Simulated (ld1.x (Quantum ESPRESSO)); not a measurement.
## Varying the ultrasoft potential for B (Z = 5)

Base potential:

| Quantity | Value |
| --- | --- |
| Element | boron (B) |
| Generator | ld1.x (Quantum ESPRESSO) 7.5 |
| Type | ultrasoft |
| Functional | Wu–Cohen |
| Relativity | scalar-relativistic |
| Frozen core | [He] |
| Valence charge | 3 |
| Reference configuration | 2s1.75 2p1.25 |
| Partial waves | 2s (bound): rcut 0.85, rcutus 1.10 bohr; 2s channel at 2.05 Ry: rcut 0.85, rcutus 1.10 bohr; 2p (bound): rcut 4.15, rcutus 4.70 bohr; 2p channel at 0.3 Ry: rcut 4.15, rcutus 4.70 bohr; 3d channel at 0.05 Ry: rcut 3.60, rcutus 4.55 bohr |
| Local potential | all-electron potential smoothed inside 3.30 bohr (lloc = -1) |
| Core correction | none |
| Augmentation charge | built from norm-conserving waves at rcut, not smoothed further |

Cutoffs, loose and tight: the cutoffs (Ry, on a coarse ladder) from which the occupation-weighted sum of valence levels, in a spherical-Bessel basis at the reference potential, stays within 10 and 1 mRy of its value at 400 Ry. They do not see the model core or the augmentation charge, which bear on the density cutoff. Test errors are all-electron minus pseudo excitation energies from the reference, over the configurations 2s2 2p1; 2s2 2p0; 2s1 2p0; 2s2 2p1.3; 2s1 2p1; 2s1 2p2; 2s0 2p3. A dash means not determined; rows that change the core or the reference have their own tests. The largest error is taken over the tests solved by every variant that gives reliable tests at all: 2s0 2p3; 2s1 2p0; 2s1 2p2; 2s2 2p0; 2s2 2p1.

Cutoffs are not given where the Bessel-basis levels miss the radial ones by over 6 mRy, ghosts where they miss by over 20 mRy; a channel whose overlap is not positive is not tested.

A file whose overlap is not positive is unfit for use, and its test errors describe a broken file.

| change | outcome | bound ghosts | largest test error (meV) |
| --- | --- | --- | --- |
| base | generated, overlap not positive | not determined (overlap not positive) | +2923 |
| local potential all-electron potential smoothed inside 2.06 bohr (lloc = -1) | generated, overlap not positive | not determined (overlap not positive) | +811 |
| local potential all-electron potential smoothed inside 2.34 bohr (lloc = -1) | generated, overlap not positive | not determined (overlap not positive) | +811 |
| local potential all-electron potential smoothed inside 3.18 bohr (lloc = -1) | generated, overlap not positive | not determined (overlap not positive) | +2881 |
| local potential all-electron potential smoothed inside 3.76 bohr (lloc = -1) | generated, overlap not positive | not determined (overlap not positive) | +2909 |
| local potential all-electron potential smoothed inside 4.06 bohr (lloc = -1) | generated, overlap not positive | not determined (overlap not positive) | +2631 |

Q: What comes out with this change to the base: local potential all-electron potential smoothed inside 5.42 bohr (lloc = -1)?

A: outcome: generated, misses its reference levels by 0.86 eV; bound ghosts: not determined; largest test error (meV): +2627.

Q: What comes out with this change to the base: local potential all-electron potential smoothed inside 4.62 bohr (lloc = -1)?

A: outcome: generated, overlap not positive; bound ghosts: not determined (overlap not positive); largest test error (meV): +2107. A file whose overlap is not positive is unfit for use, and its test errors describe a broken file.
